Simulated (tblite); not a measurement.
C6H7F2N2 (charge -1).
Numbering: `[CH3:1][C@H:2]([c:3]1[cH:4][cH:5][n:6][n-:7]1)[CH:8]([F:9])[F:10]` (hydrogens: H11, H12, H13 on C1; H14 on C2; H15 on C4; H16 on C5; H17 on C8)

The geometry is computed with GFN2-xTB (gas phase).

What internal coordinates does the optimisation give?

```tsv
bond	length (bohr)
C1–C2	2.892
C2–C3	2.841
C3–C4	2.634
C4–C5	2.630
C5–N6	2.521
N6–N7	2.523
C2–C8	2.869
C8–F9	2.571
C8–F10	2.607
C3–N7	2.536
C1–H11, C1–H12, C1–H13	2.057
C2–H14	2.073
C4–H15	2.040
C5–H16	2.045
C8–H17	2.074
```

Bonds in one row agree within 0.02 bohr and their mean is given. A selection of angles:
```tsv
angle	degrees
C1–C2–C3	110.7
C1–C2–C8	109.5
C3–C2–C8	107.3
C2–C3–C4	129.4
C2–C3–N7	120.5
C4–C3–N7	110.2
C3–C4–C5	102.7
C4–C5–N6	110.6
C5–N6–N7	108.3
C3–N7–N6	108.2
C2–C8–F9	112.0
C2–C8–F10	113.1
F9–C8–F10	103.7
```

Torsions: C1–C2–C3–C4 121° (anticlinal); C1–C2–C8–F9 -167° (antiperiplanar).

Of the pairs four or more bonds apart, F10···H11 is among the closest relative to their van der Waals radii: 2.49 Å, 93 % of the sum of Bondi's values. C5 (aromatic CH next to a ring nitrogen) is planar (angles 128.7°, 120.8° and 110.6°, sum 360.0°, 0.00 Å off the plane of its three neighbours). The C–C distances run from 1.392 Å (C4–C5, aromatic) to 1.530 Å (C1–C2, drawn single), a spread of 0.138 Å. N6 (ring nitrogen) is bent (angle 108.3°). C4 (aromatic CH carbon) is planar (angles 129.0°, 128.3° and 102.7°, sum 360.0°, 0.00 Å off the plane of its three neighbours). C3 (substituted aromatic carbon) is planar (angles 129.4°, 120.5° and 110.2°, sum 360.0°, 0.00 Å off the plane of its three neighbours). The 5-membered ring C3–C4–C5–N6–N7 has internal angles of 102.7° to 110.6°; it is planar, 0.00 Å rms from its mean plane, widest ring torsion 0°.

Point group: C1 (no symmetry element, even within 0.4 Å). Its GFN2-xTB frequencies are all real (lowest 33 cm⁻¹).

One conformer stands for the species.
